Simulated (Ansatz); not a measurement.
Mn₂O⁺. The state is a doublet with charge 1. Geometry PBE0-D4/def2-TZVP; atoms count from 1.

```xyz
3

Mn   -1.108   -1.329    0.430
Mn    1.152    1.381   -0.448
O    -0.044   -0.053    0.018
```

The charge 1 doublet is spin-contaminated (final ⟨S²⟩ up to 5.70, 0.75 for a pure state). The structure comes from a short search, and lower isomers may exist.

Q: Estimate the Mulliken populations from the PBE0/def2-TZVP orbitals of Ansatz.

A: 
```tsv
atom	charge (e)	spin (α − β)	d electrons
Mn1	1.24	-4.69	5.34
Mn2	0.70	5.89	5.12
O3	-0.93	-0.20	–
```
Mulliken values depend strongly on the basis.

Q: Where does the spin sit?

A: Summed by element: Mn 1.20, O -0.20, of 1 unpaired in all. Largest on single atoms: Mn2 5.89, Mn1 -4.69, O3 -0.20.

Q: And the Mayer bond orders between heavy atoms (over 0.3)?

A: Mn1–O3 1.27 (1.71 Å); Mn2–O3 0.50 (1.92 Å).
